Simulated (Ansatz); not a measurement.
Species: H₂Se, SMILES `[SeH2]` with one electron removed (charge 1, multiplicity 2).

### Question
Give a relaxed geometry from PBE0-D4/def2-TZVP (Ansatz, a quantum-chemistry and plane-wave program).

### Answer
the end point of this relaxation (outside a Z-matrix the atoms follow the SMILES, hydrogens last).
Z-matrix (Å, degrees):
```
Se
H 1 1.4851
H 1 1.4851 2 91.57
```
